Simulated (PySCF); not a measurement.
Species: C₆H₁₁O (doublet state).
Cartesian coordinates in Å at the GFN2-xTB level; atoms count from 1:
```
atom  x, y, z in Å
C1    -1.2515    1.1796    1.1373
C2    -1.3204    0.3873   -0.1199
C3    -0.3173   -0.7505   -0.1372
C4    -0.6479   -1.9960   -0.4270
C5     1.1010   -0.3311    0.1972
C6     1.7000    0.4940   -0.9541
O7     1.1556    0.3662    1.4062
H8    -1.6836    0.7463    2.0239
H9    -1.2538    2.2544    1.0809
H10   -2.3170   -0.0544   -0.2424
H11   -1.1281    1.0291   -0.9839
H12   -1.6601   -2.2755   -0.6693
H13    0.0801   -2.7892   -0.4416
H14    1.7124   -1.2337    0.3358
H15    1.6462   -0.0655   -1.8844
H16    2.7391    0.7213   -0.7314
H17    1.1635    1.4329   -1.0680
H18    0.2730    0.8912    1.4664
```

The hyperfine couplings belong to this conformer and change with its torsions.

Identity: `[CH2]CC(=C)[C@@H](C)O` [radical].

Method: UKS B3LYP, pcH-1 on C H O, non-relativistic, mean-field spin-orbit, GIAO in PySCF. Geometry: GFN2-xTB, one conformer, isolated molecule. The geometry wasn't refined by DFT: couplings that depend on bond lengths, twists or pyramidal angles can differ widely from those at the functional's own minimum. No stability test was run, so a lower SCF solution isn't excluded.

Problem. What is the g tensor, term by term?

Solution. 
| Δg (ppm) | 1 | 2 | 3 |
| --- | --- | --- | --- |
| relativistic mass correction | -188 | -188 | -188 |
| gauge correction | -5 | 70 | 62 |
| orbital Zeeman/spin–orbit | 51 | 947 | 1512 |
| total | -142 | 829 | 1387 |

So g = 2.00218, 2.00315, 2.00371 and g_iso = 2.00301; the tensor is rhombic: the two nearest values differ by 37 % of g3 − g1. 

Problem. Average each term over the three axes. Which is largest in size?

Solution. The orbital-Zeeman/spin–orbit term 837, the mass correction -188 and the gauge correction 43 ppm, for a total of 691 ppm. The orbital-Zeeman/spin–orbit term is the largest in size. The mass correction is the same along every axis, so the anisotropy comes from the other two: their spans along these axes are 75 (gauge) and 1461 ppm (orbital Zeeman/spin–orbit).

Problem. What effective moment and Curie constant follow for a powder?

Solution. With the mean of g² = 4.0121 and S(S+1) = 0.75: μ_eff = √(⟨g²⟩S(S+1)) = 1.735 μB and χT = 0.12505·⟨g²⟩·S(S+1) = 0.376 cm³ K/mol (cgs; spin-Hamiltonian part alone).

Problem. In a frozen sample, at which fields do the three g values resonate at 9.5, 34, 94 and 263 GHz (hyperfine left aside), and which band first spreads them over more than twice a line width of 0.3 mT?

Solution. 
```csv
band,GHz,B(g3) mT,B(g2) mT,B(g1) mT,spread mT
X,9.5,338.75,338.84,339.01,0.26
Q,34.0,1212.37,1212.70,1213.29,0.93
W,94.0,3351.83,3352.77,3354.39,2.56
J,263.0,9378.00,9380.61,9385.16,7.16
```

The spread grows in proportion to the frequency. Q band is the first where it exceeds 0.6 mT.

The Mulliken spin populations are largest on C1 (+0.88), O7 (+0.16) and C2 (-0.06). The angles at C1 add up to 353.1°, so it is slightly pyramidal.

The HOMO–LUMO gaps are 6.24 eV among the α and 4.36 eV among the β orbitals.
